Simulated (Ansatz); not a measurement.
B4F⁻, relaxed as a singlet with RKS PBE-D4/def2-SVPD in Ansatz, starting from the GFN2-xTB geometry. Force threshold 0.02 eV/Å.

The restricted singlet is unstable towards broken spin symmetry at other levels; at PBE-D4/def2-SVPD this wasn't settled. The structure comes from a short search, and lower isomers may exist.

Start:

```xyz
5

B     0.354    0.392    0.480
B    -0.673    0.448   -0.704
B    -0.894   -0.989   -1.212
B     0.113   -1.065   -0.049
F     1.100    1.215    1.485
```

```csv
step,energy (eV),largest force component (eV/Å),SCF passes
1,-5409.0042,4.394,31
2,-5409.2417,2.477,33
3,-5409.2984,1.865,37
4,-5409.3629,0.047,32
5,-5409.3629,0.004,26
```

Force components are those of the run's own axes.

End:

```xyz
5

B     0.4034    0.4458    0.5454
B    -0.6514    0.3991   -0.6889
B    -0.9228   -1.0199   -1.2480
B     0.0873   -1.0224   -0.0735
F     1.0836    1.1974    1.4650
```

By distances, no bond broke or formed. The bond that changes most is B1–F5, from 1.50 to 1.37 Å (atoms count from 1).

No frequencies were taken in this run, so the end may be a saddle point.

Hardware: 4 threads of Arm Neoverse V1 on a shared host. Wall time 4 s.
